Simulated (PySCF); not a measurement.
B(Me)(OMe)(OEt), SMILES CCOB(C)OC, singlet, GFN2-xTB optimised geometry.

```
18

B     -0.94     0.19     0.00
C     -1.87     1.50     0.00
H     -2.51     1.52    -0.88
H     -1.30     2.42     0.01
H     -2.52     1.51     0.87
O     -1.46    -1.07     0.00
C     -2.84    -1.34     0.00
H     -3.33    -0.90    -0.87
H     -2.96    -2.42    -0.02
H     -3.32    -0.95     0.90
O      0.41     0.19     0.00
C      1.23     1.34     0.00
C      2.69     0.91    -0.01
H      1.01     1.95    -0.89
H      1.02     1.94     0.89
H      2.89     0.31    -0.90
H      3.33     1.78    -0.01
H      2.90     0.30     0.86
```

Density from CAM-B3LYP/def2-SVP (PySCF) at that geometry.

Minimum of the electron density along straight lines between bonded atoms, close to the bond critical point (lines longer than 1.1 times the sum of covalent radii, or with two minima, are not listed):

```csv
bond,length / Å,ρ at the minimum / e bohr⁻³,∇²ρ there / e bohr⁻⁵,position (fraction from the first atom)
B1–C2,1.606,0.174,…,0.32
C2–H3,1.088,0.270,-0.96,0.62
C2–H4,1.086,0.274,-0.99,0.62
C2–H5,1.088,0.270,-0.96,0.62
B1–O6,1.360,0.202,1.09,0.33
O6–C7,1.403,0.259,-0.40,0.66
C7–H8,1.094,0.281,-1.07,0.64
C7–H9,1.091,0.284,-1.11,0.64
C7–H10,1.094,0.280,-1.07,0.64
B1–O11,1.353,0.205,1.13,0.33
O11–C12,1.409,0.255,-0.38,0.66
C12–C13,1.523,0.252,…,0.51
C12–H14,1.098,0.280,-1.06,0.63
C12–H15,1.098,0.280,-1.06,0.63
C13–H16,1.086,0.278,-1.04,0.63
C13–H17,1.087,0.276,-1.02,0.63
C13–H18,1.086,0.278,-1.04,0.63
```

Question: Some entries are withheld; supply them.

Answer: 
- B1–C2, ∇²ρ there / e bohr⁻⁵: -0.20
- C12–C13, ∇²ρ there / e bohr⁻⁵: -0.61
